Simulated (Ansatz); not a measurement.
# Worked example: the enthalpy of C2H5I + H2O2 → C2H6O + HOI

Species: C2H5I (iodoethane) `CCI`, singlet; H2O2 (hydrogen peroxide) `OO`, singlet; C2H6O (ethanol) `CCO`, singlet; HOI (hypoiodous acid) `OI`, singlet. The partners trade I for OH: C–I and O–OH bonds give way to C–OH and O–I.

Shapes, held fixed at every level: PBE0-D4/def2-TZVP. Flexible molecules stand in one conformer, not always the lowest. Programs: Ansatz 0.2.0. The zero-point and thermal terms to 298 K, harmonic and unscaled (PBE0-D4/def2-TZVP), stand in the table.

At MP2/def2-SVP; 1 Eh = 2625.50 kJ/mol:

| species | energy (Eh) | H(298 K) − E (kJ/mol) | tabulated ΔfH (kJ/mol) |
| --- | --- | --- | --- |
| C2H5I | -375.654460 | 185.8 | -7.1 |
| H2O2 | -151.034285 | 81.6 | -135.4 |
| C2H6O | -154.446268 | 224.2 | -234.6 |
| HOI | -372.294094 | 43.6 | -61.3 |

Work out the reaction enthalpy at 298 K from the calculation and from the table of heats.


1. Electronic: (-154.446268) + (-372.294094) − [(-375.654460) + (-151.034285)] = -0.051617 Eh = -135.5 kJ/mol.
2. Zero-point and thermal: (224.2) + (43.6) − [(185.8) + (81.6)] = +0.4 kJ/mol.
3. Computed ΔH = -135.1 kJ/mol.
4. From the heats of formation (Active Thermochemical Tables): (-234.6) + (-61.3) − [(-7.1) + (-135.4)] = -153.4 kJ/mol.
5. Computed less tabulated: +18.3 kJ/mol. Tabulated heats carry uncertainties of their own.

For atoms past krypton def2 sets carry core potentials with scalar relativity. Correlated rows may include outer-core shells of I, which these sets cover unevenly.
